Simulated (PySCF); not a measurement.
This PySCF input asks for the NMR shieldings of `InChI=1S/C6H9FO/c1-4-2-3-5(4)6(7)8/h4-5H,2-3H2,1H3/t4-,5+/m1/s1`; the geometry comes from GFN2-xTB.

```python
import basis_set_exchange as bse
import numpy as np
from pyscf import gto, dft
from pyscf.prop import nmr

atoms = """
C    -1.098883    1.057975   -0.833775
C    -0.591395   -0.348486   -0.568439
C    -0.972519   -0.916645    0.810975
C     0.487251   -0.791495    1.270299
C     0.913671   -0.444532   -0.163577
C     1.695611    0.804711   -0.324824
O     1.973053    1.643504    0.457483
F     2.117625    0.946237   -1.623044
H    -2.179038    1.040441   -0.964844
H    -0.650688    1.466021   -1.737842
H    -0.862861    1.717597   -0.001489
H    -0.844498   -0.993699   -1.411362
H    -1.324888   -1.944789    0.771637
H    -1.689852   -0.318080    1.366744
H     0.659529    0.035472    1.955810
H     0.934899   -1.693321    1.680101
H     1.425987   -1.248880   -0.693764
"""
names = dict.fromkeys(["C", "O", "F", "H"], "pcSseg-1")
basis = {el: gto.basis.parse(bse.get_basis(n, elements=[el], fmt="nwchem")) for el, n in names.items()}
mol = gto.M(atom=atoms, basis=basis, charge=0, verbose=0)
mf = dft.RKS(mol, xc="PBE0")
mf.grids.level = 2
mf.grids.alignment = dft.numint.BLKSIZE   # the property module wants whole blocks of grid points
mf.conv_tol = 1e-9
mf.kernel()

calc = nmr.RKS(mf)   # GIAO
C = mf.mo_coeff
Co = C[:, mf.mo_occ > 0]
resp = mf.gen_response(singlet=True, hermi=2)
def vind(x):   # induced exchange potential for any number of trial vectors
    d = np.einsum("pi,xij,qj->xpq", C, 2 * x.reshape(-1, C.shape[1], Co.shape[1]), Co, optimize=True)
    return np.einsum("xpq,pi,qj->xij", resp(d - d.transpose(0, 2, 1)), C, Co, optimize=True).ravel()
mo1, _ = nmr.rhf.solve_mo1(calc, with_cphf=vind)
sigma = calc.kernel(mo1)
for i, s in enumerate(sigma):   # ppm
    print("%2d %-2s %9.2f" % (i, mol.atom_pure_symbol(i), np.trace(s) / 3))
```

Question: Give the expected output.

Answer: 
```
 0 C     167.25
 1 C     153.56
 2 C     162.05
 3 C     168.38
 4 C     147.37
 5 C      12.49
 6 O    -121.53
 7 F     118.21
 8 H      30.58
 9 H      30.53
10 H      30.49
11 H      28.99
12 H      29.46
13 H      30.26
14 H      29.08
15 H      29.67
16 H      28.41
```

These numbers come from an equivalent density-fitted implementation of the same equations, which agrees with the script to about 0.01 ppm for H and up to a few tenths of a ppm for heavy atoms, so last digits may differ.

Size and cost of the density-fitted run: 181 basis functions, 79 s wall time on 1 thread of an Intel Xeon, shared host; peak memory 0.76 GiB.
